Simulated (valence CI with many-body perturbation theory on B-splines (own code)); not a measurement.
## E1 line list for Hg⁷⁴⁺

Computed by configuration interaction combined with many-body perturbation theory (CI+MBPT): four valence electrons over a frozen Dirac-Fock core [He], a basis of 11 s, 11 p, 9 d, 7 f, 5 g, 2 h, 1 i functions for each j, with the one-electron correlation potential Σ1 (screened to all orders), the two-electron term Σ2, the three-electron term Σ3, Breit, model QED; selected single and double excitations, second order for the rest (own B-spline code, finite nucleus).

No measured spectrum was set against this ion. As an estimate, large intervals hold to a few tenths of a per cent, small ones and those within an open d or f shell to about a per cent. Among the levels kept, up to 300 cm⁻¹ of a level comes from second order outside the variational space, and about a tenth of that is noise between levels of different J, which matters for small intervals.

Lines 151 to 200 of 248 in falling wavelength, among levels below 15931 eV, chosen from the strongest by gf and those to the six lowest levels. Wavelengths and rates use the calculated energies. Electric multipoles are in the length gauge, E1 and E2 with the static RPA response of the core. Weak lines are less certain than strong ones. Lines between different terms over intervals too small for the method are left out, as are lines whose strength nearly cancels. The highest levels of a list are the least certain.

Levels are named by their leading jj configuration (3d3/2^4 stands for four electrons in 3d with j = 3/2), which in mixed levels can hold well under half, so a name can repeat and another be missing. Letters in brackets count levels of one name in rising energy.

```csv
λ vac (Å),Upper,Lower,A (s⁻¹),log gf,Branch %
1.081,(2s^2 2p1/2 3d5/2) J=2,(2s^2 2p1/2 2p3/2) J=1,1.89e+15,0.22,89.7
1.081,(2s^2 2p3/2 3d5/2) J=2,(2s^2 2p3/2^2) J=2,9.40e+14,-0.08,89.5
1.080,(2s 2p1/2 2p3/2 3p3/2) J=2 [a],(2s^2 2p3/2^2) J=2,6.12e+14,-0.27,65.8
1.079,(2s 2p1/2 2p3/2 3d5/2) J=3 [b],(2s 2p1/2 2p3/2^2) J=2 [a],2.35e+14,-0.54,11.4
1.079,(2s^2 2p3/2 3d5/2) J=3,(2s^2 2p3/2^2) J=2,3.32e+15,0.61,99.1
1.078,(2s 2p1/2 2p3/2 3p3/2) J=2 [b],(2s^2 2p3/2^2) J=2,2.39e+13,-1.68,5.5
1.077,(2s^2 2p3/2 3d5/2) J=1,(2s^2 2p3/2^2) J=2,1.89e+14,-1.01,8.2
1.076,(2s 2p1/2 2p3/2 3p3/2) J=3 [b],(2s^2 2p3/2^2) J=2,1.78e+14,-0.67,31.2
1.076,(2s 2p1/2 2p3/2 3p3/2) J=1 [b],(2s^2 2p3/2^2) J=2,4.63e+12,-2.62,0.6
1.075,(2s 2p1/2^2 3p3/2) J=2,(2s^2 2p1/2 2p3/2) J=2,5.80e+12,-2.30,8.1
1.074,(2s 2p1/2^2 3p3/2) J=2,(2s^2 2p1/2 2p3/2) J=1,6.07e+13,-1.28,84.3
1.070,(2s 2p1/2 2p3/2 3p3/2) J=3 [c],(2s^2 2p3/2^2) J=2,3.10e+13,-1.43,9.1
1.069,(2s 2p1/2 2p3/2 3p3/2) J=2 [d],(2s^2 2p3/2^2) J=2,7.94e+12,-2.17,2.5
0.9962,(2s 2p1/2 2p3/2 3s) J=2 [b],(2s 2p1/2^2 2p3/2) J=1,9.66e+12,-2.14,2.2
0.9940,(2s 2p1/2 2p3/2 3s) J=2 [a],(2s 2p1/2^2 2p3/2) J=2,4.68e+13,-1.46,21.0
0.9915,(2s 2p1/2 2p3/2 3s) J=1 [a],(2s 2p1/2^2 2p3/2) J=2,6.18e+13,-1.56,13.4
0.9912,(2s 2p1/2 2p3/2 3s) J=0,(2s 2p1/2^2 2p3/2) J=1,7.75e+13,-1.94,15.0
0.9912,(2s 2p1/2 2p3/2 3s) J=1 [b],(2s 2p1/2^2 2p3/2) J=1,7.07e+13,-1.51,14.1
0.9908,(2s 2p1/2 2p3/2 3s) J=3,(2s 2p1/2^2 2p3/2) J=2,7.81e+13,-1.09,31.0
0.9906,(2s 2p1/2 2p3/2 3s) J=1 [c],(2s 2p1/2^2 2p3/2) J=1,1.08e+13,-2.32,4.9
0.9903,(2s 2p1/2 2p3/2 3s) J=2 [c],(2s 2p1/2^2 2p3/2) J=1,5.74e+13,-1.37,22.2
0.9889,(2s^2 2p1/2 3s) J=1,(2s^2 2p1/2^2) J=0,7.26e+13,-1.50,17.6
0.9884,(2s 2p1/2 2p3/2 3s) J=2 [b],(2s 2p1/2^2 2p3/2) J=2,3.10e+13,-1.64,6.9
0.9861,(2s^2 2p3/2 3s) J=2,(2s^2 2p1/2 2p3/2) J=2,4.75e+13,-1.46,18.0
0.9853,(2s^2 2p3/2 3s) J=1,(2s^2 2p1/2 2p3/2) J=2,7.54e+13,-1.48,15.0
0.9847,(2s^2 2p3/2 3s) J=2,(2s^2 2p1/2 2p3/2) J=1,4.04e+13,-1.53,15.3
0.9839,(2s^2 2p3/2 3s) J=1,(2s^2 2p1/2 2p3/2) J=1,1.81e+13,-2.10,3.6
0.9642,(2s^2 2p3/2 3p3/2) J=1,(2s 2p1/2^2 2p3/2) J=1,6.33e+12,-2.58,35.2
0.9617,(2s^2 2p3/2 3p3/2) J=2,(2s 2p1/2^2 2p3/2) J=1,4.11e+12,-2.55,24.2
0.9608,(2s 2p1/2 2p3/2 3p1/2) J=1 [a],(2s^2 2p1/2 2p3/2) J=2,6.58e+13,-1.56,25.2
0.9594,(2s 2p1/2 2p3/2 3p1/2) J=1 [a],(2s^2 2p1/2 2p3/2) J=1,1.91e+14,-1.10,73.3
0.9586,(2s 2p1/2 2p3/2 3p1/2) J=2 [a],(2s^2 2p1/2 2p3/2) J=1,4.86e+14,-0.48,99.1
0.9580,(2p1/2^2 2p3/2 3p1/2) J=1,(2s 2p1/2^2 2p3/2) J=1,1.98e+14,-1.09,16.3
0.9579,(2p1/2^2 2p3/2 3p1/2) J=2,(2s 2p1/2^2 2p3/2) J=1,5.70e+14,-0.41,47.2
0.9576,(2s 2p1/2 2p3/2 3p1/2) J=3,(2s^2 2p1/2 2p3/2) J=2,6.96e+14,-0.17,99.4
0.9570,(2s^2 2p3/2 3p3/2) J=3,(2s 2p1/2^2 2p3/2) J=2,6.63e+12,-2.20,43.0
0.9566,(2s 2p1/2^2 3p1/2) J=1,(2s^2 2p1/2^2) J=0,7.46e+14,-0.51,99.3
0.9544,(2s^2 2p3/2 3p3/2) J=2,(2s 2p1/2^2 2p3/2) J=2,3.52e+12,-2.62,20.8
0.9542,(2s 2p1/2 2p3/2 3p1/2) J=2 [b],(2s^2 2p1/2 2p3/2) J=2,3.94e+14,-0.57,84.9
0.9529,(2s 2p1/2 2p3/2 3p1/2) J=2 [b],(2s^2 2p1/2 2p3/2) J=1,6.52e+13,-1.35,14.1
0.9516,(2s 2p1/2 2p3/2 3p1/2) J=1 [b],(2s^2 2p1/2 2p3/2) J=2,1.94e+14,-1.10,29.3
0.9514,(2s 2p1/2 2p3/2 3p1/2) J=2 [c],(2s^2 2p1/2 2p3/2) J=2,2.92e+14,-0.70,66.4
0.9508,(2p1/2^2 2p3/2 3p1/2) J=1,(2s 2p1/2^2 2p3/2) J=2,9.95e+14,-0.39,81.7
0.9507,(2p1/2^2 2p3/2 3p1/2) J=2,(2s 2p1/2^2 2p3/2) J=2,6.13e+14,-0.38,50.7
0.9503,(2s 2p1/2 2p3/2 3p1/2) J=0,(2s^2 2p1/2 2p3/2) J=1,6.92e+14,-1.03,95.6
0.9502,(2s 2p1/2 2p3/2 3p1/2) J=1 [b],(2s^2 2p1/2 2p3/2) J=1,4.38e+14,-0.75,66.0
0.9501,(2s 2p1/2 2p3/2 3p1/2) J=2 [c],(2s^2 2p1/2 2p3/2) J=1,1.18e+14,-1.10,26.8
0.9473,(2s 2p1/2 2p3/2 3p1/2) J=1 [c],(2s^2 2p1/2 2p3/2) J=2,3.81e+14,-0.81,78.7
0.9460,(2s 2p1/2 2p3/2 3p1/2) J=1 [c],(2s^2 2p1/2 2p3/2) J=1,6.87e+13,-1.56,14.2
0.9409,(2s 2p1/2 2p3/2 3d3/2) J=2 [a],(2s 2p1/2^2 2p3/2) J=1,1.70e+13,-1.95,2.4
```
